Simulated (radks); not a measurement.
Problem. These are the eigenvalues of the occupied orbitals of an atom or ion with whole-number occupations (eV). Calculated with a radial shooting solver on a logarithmic mesh with Libxc functionals: Dirac Kohn-Sham, revPBE, spin-unpolarised, spherical densities, finite nucleus; Fermi nuclear charge, rms radius of each element as measured or else 0.836 A^(1/3) + 0.57 fm.

| orbital | eigenvalue |
|---|---|
| 1s1/2 | -35774.95 |
| 2s1/2 | -5614.073 |
| 2p1/2 | -5281.583 |
| 2p3/2 | -4929.346 |
| 3s1/2 | -1171.323 |
| 3p1/2 | -1032.476 |
| 3p3/2 | -964.9647 |
| 3d3/2 | -721.1538 |
| 3d5/2 | -706.8219 |
| 4s1/2 | -225.2786 |
| 4p1/2 | -175.4539 |
| 4p3/2 | -161.6985 |
| 4d3/2 | -80.7109 |
| 4d5/2 | -78.4275 |
| 5s1/2 | -31.8468 |
| 5p1/2 | -19.7636 |
| 5p3/2 | -18.1218 |

Which element is it, and in what charge state? The configuration may be excited. Open shells, if any, fill j = l - 1/2 first.

Solution. Z = 55, caesium, charge +1: Cs+ in [Xe]. The list shows which subshells hold electrons but not how many an open one holds; the 1s level, -1314.7 hartree, gives Z - s = 51.3 by -(Z - s)^2/2, which with screening and relativity narrows Z to a few neighbours, and the depths of the outer levels then fix element, charge and occupations together.
